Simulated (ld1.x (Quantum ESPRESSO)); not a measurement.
Reading a pseudo-wave (O (Z = 8))

Columns: radius, all-electron u(r) and pseudo u(r) of the 2s shell (level -23.75 eV) of oxygen in the configuration [He] 2s2 2p4; LDA (PZ), scalar-relativistic, RRKJ scheme, ld1.x (Quantum ESPRESSO) 7.5.

```
r (bohr)  all-electron   pseudo
   0.100        0.4222  -0.0932
   0.200        0.2484  -0.1978
   0.300       -0.0762  -0.3247
   0.400       -0.3870  -0.4792
   0.500       -0.6308  -0.6488
   0.600       -0.7992  -0.8000
   0.700       -0.9006  -0.9006
   0.800       -0.9486  -0.9486
   0.900       -0.9567  -0.9567
   1.000       -0.9367  -0.9367
   1.100       -0.8978  -0.8978
   1.200       -0.8470  -0.8470
   1.300       -0.7897  -0.7897
   1.400       -0.7295  -0.7295
   1.500       -0.6690  -0.6690
   1.600       -0.6098  -0.6098
   1.700       -0.5533  -0.5533
   1.800       -0.5000  -0.5000
   1.900       -0.4503  -0.4503
   2.000       -0.4045  -0.4045
   2.100       -0.3624  -0.3624
   2.200       -0.3240  -0.3240
   2.300       -0.2892  -0.2892
   2.400       -0.2577  -0.2577
   2.500       -0.2293  -0.2293
   2.600       -0.2038  -0.2038
```

Problem. How many radial nodes do the two functions have?

Solution. The all-electron 2s function has n − l − 1 = 1; the pseudo-wave has 0, since the states of the same l below it are removed with the core.

Problem. At about which radius was the pseudo-wave matched?

Solution. 0.70 bohr, where the columns begin to agree (steps of 0.10 bohr).

Problem. Where does each function peak?

Solution. Outermost all-electron maximum near 0.90 bohr, pseudo maximum near 0.90 bohr (to the table’s step).

Problem. Is the pseudo-wave norm-conserving?

Solution. Yes: the RRKJ scheme keeps the norm inside the radius equal to the all-electron one, which fixes the energy derivative of the logarithmic derivative at the level.
